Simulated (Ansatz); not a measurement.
Calculated with Ansatz (gas phase, PBE0-D4/def2-TZVP geometries, no zero-point term in ΔE). CBS: MP2 limit from def2 TZ/QZ plus the TZ coupled-cluster correction, frozen cores. This one scheme is used for every species. Functionals use def2-TZVPP. B3LYP here is the variant with VWN-RPA as its local correlation; programs differ in this. Each species was taken in one conformer, which may not be the lowest.

Reaction (formal exchange of groups at the Si–C bond): `FC[SiH2][SiH2]F` + ethane → `CC[SiH2][SiH2]F` + fluoromethane

`FC[SiH2][SiH2]F`:

```xyz
11

F    -0.240    2.066    0.878
C     0.778    1.134    1.046
Si    0.802   -0.069   -0.425
Si   -1.309   -1.052   -0.699
F    -1.719   -1.771    0.680
H     0.602    0.600    1.985
H     1.725    1.675    1.138
H     1.170    0.658   -1.671
H     1.835   -1.107   -0.150
H    -1.292   -2.088   -1.765
H    -2.352   -0.045   -1.018
```

`CC`:

Cartesian coordinates in Å:
```
C -0.470 -0.349 -0.484
C 0.470 0.349 0.484
H -0.616 0.239 -1.393
H -0.080 -1.325 -0.784
H -1.453 -0.513 -0.037
H 0.616 -0.239 1.393
H 0.080 1.325 0.783
H 1.453 0.513 0.037
```

`CC[SiH2][SiH2]F`:

Cartesian coordinates in Å:
```
C -1.169 -1.253 1.572
C -0.351 -0.094 1.010
Si 0.051 -0.277 -0.818
Si 1.326 1.516 -1.625
F 2.684 1.639 -0.768
H -0.641 -2.203 1.463
H -1.381 -1.113 2.635
H -2.128 -1.351 1.055
H -0.882 0.854 1.149
H 0.595 0.008 1.554
H -1.204 -0.323 -1.626
H 0.787 -1.551 -1.061
H 0.602 2.809 -1.489
H 1.710 1.340 -3.051
```

`CF`:

```xyz
5

C    -0.044    0.024    0.035
F     0.939   -0.519   -0.761
H    -0.466    0.898   -0.465
H     0.395    0.319    0.991
H    -0.824   -0.723    0.200
```

```json
{"level": "PBE-D4", "ΔE (kcal/mol)": "-2.2", "difference from CCSD(T)/CBS": "1.0"}
{"level": "r2SCAN-D4", "ΔE (kcal/mol)": "-2.3", "difference from CCSD(T)/CBS": "0.9"}
{"level": "PBE0-D4", "ΔE (kcal/mol)": "-2.8", "difference from CCSD(T)/CBS": "0.4"}
{"level": "B3LYP-D4", "ΔE (kcal/mol)": "-2.3", "difference from CCSD(T)/CBS": "0.9"}
{"level": "ωB97X-V", "ΔE (kcal/mol)": "-2.4", "difference from CCSD(T)/CBS": "0.8"}
{"level": "ωB97M-V", "ΔE (kcal/mol)": "-2.5", "difference from CCSD(T)/CBS": "0.7"}
{"level": "B2PLYP", "ΔE (kcal/mol)": "-2.3", "difference from CCSD(T)/CBS": "0.9"}
{"level": "PBE", "ΔE (kcal/mol)": "-1.7", "difference from CCSD(T)/CBS": "1.5"}
{"level": "r2SCAN", "ΔE (kcal/mol)": "-2.2", "difference from CCSD(T)/CBS": "1.0"}
{"level": "PBE0", "ΔE (kcal/mol)": "-2.4", "difference from CCSD(T)/CBS": "0.8"}
{"level": "B3LYP", "ΔE (kcal/mol)": "-1.5", "difference from CCSD(T)/CBS": "1.7"}
{"level": "HF/def2-TZVPP", "ΔE (kcal/mol)": "-2.5", "difference from CCSD(T)/CBS": "0.7"}
{"level": "MP2/def2-TZVPP", "ΔE (kcal/mol)": "-3.9", "difference from CCSD(T)/CBS": "-0.7"}
{"level": "SCS-MP2/def2-TZVPP", "ΔE (kcal/mol)": "-3.5", "difference from CCSD(T)/CBS": "-0.3"}
{"level": "CCSD/def2-TZVPP", "ΔE (kcal/mol)": "-3.1", "difference from CCSD(T)/CBS": "0.1"}
{"level": "CCSD(T)/def2-TZVPP", "ΔE (kcal/mol)": "-3.2", "difference from CCSD(T)/CBS": "0.0"}
{"level": "HF/def2-QZVPP", "ΔE (kcal/mol)": "-2.5", "difference from CCSD(T)/CBS": "0.7"}
{"level": "MP2/def2-QZVPP", "ΔE (kcal/mol)": "-3.9", "difference from CCSD(T)/CBS": "-0.7"}
{"level": "SCS-MP2/def2-QZVPP", "ΔE (kcal/mol)": "-3.5", "difference from CCSD(T)/CBS": "-0.3"}
{"level": "HF/CBS(def2)", "ΔE (kcal/mol)": "-2.6", "difference from CCSD(T)/CBS": "0.6"}
{"level": "MP2/CBS(def2)", "ΔE (kcal/mol)": "-3.9", "difference from CCSD(T)/CBS": "-0.7"}
{"level": "CCSD/CBS(def2)", "ΔE (kcal/mol)": "-3.1", "difference from CCSD(T)/CBS": "0.1"}
{"level": "CCSD(T)/CBS", "ΔE (kcal/mol)": "-3.2", "difference from CCSD(T)/CBS": "0"}
```

Largest T1 diagnostic among the species: 0.012.

In def2-TZVPP, CCSD(T) changes the Hartree–Fock value by −0.8 kcal/mol (the triples alone add −0.1 kcal/mol) and MP2 by −1.5 kcal/mol. The D4 term adds −0.7 kcal/mol with B3LYP and −0.4 kcal/mol with PBE0; it sums over pairs of atoms, weighted by their polarisabilities, and B3LYP, whose exchange is more repulsive, gets the larger term.
